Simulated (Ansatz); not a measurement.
The cluster As6P2⁻. Charge -1, multiplicity 2. Geometry PBE-D4/def2-SVP, that of the neutral singlet; atoms count from 1.

| atom | x (Å) | y (Å) | z (Å) |
| --- | --- | --- | --- |
| P1 | -0.861 | -0.440 | -1.645 |
| P2 | 1.306 | 1.660 | -0.002 |
| As3 | -0.358 | -1.995 | 1.764 |
| As4 | -0.730 | 1.685 | 1.152 |
| As5 | -1.818 | -0.495 | 0.502 |
| As6 | -0.653 | 2.002 | -1.328 |
| As7 | 1.446 | -0.442 | -1.168 |
| As8 | 1.668 | -1.976 | 0.726 |

The structure comes from a short search, and lower isomers may exist.

Question: Estimate the Mulliken populations from the PBE0/def2-SVP orbitals of Ansatz.

Answer: 
| atom | charge (e) | spin (α − β) |
| --- | --- | --- |
| P1 | -0.19 | 0.03 |
| P2 | -0.11 | 0.02 |
| As3 | -0.24 | 0.45 |
| As4 | -0.07 | 0.02 |
| As5 | -0.04 | -0.01 |
| As6 | -0.09 | 0.06 |
| As7 | -0.03 | -0.01 |
| As8 | -0.23 | 0.44 |
Mulliken values and Mayer orders depend strongly on the basis.

Question: Where does the spin sit?

Answer: Summed by element: P 0.05, As 0.95, of 1 unpaired in all. Largest on single atoms: As3 0.45, As8 0.44, As6 0.06.

Question: And the Mayer bond orders between bonded heavy atoms (over 0.3)?

Answer: P1–As5 0.90 (2.35 Å); P1–As6 0.92 (2.47 Å); P1–As7 0.89 (2.36 Å); P2–As4 0.95 (2.34 Å); P2–As6 0.95 (2.39 Å); P2–As7 0.86 (2.41 Å); As3–As5 1.01 (2.44 Å); As3–As8 1.38 (2.28 Å); As4–As5 0.88 (2.52 Å); As4–As6 0.94 (2.50 Å); As7–As8 1.01 (2.45 Å).
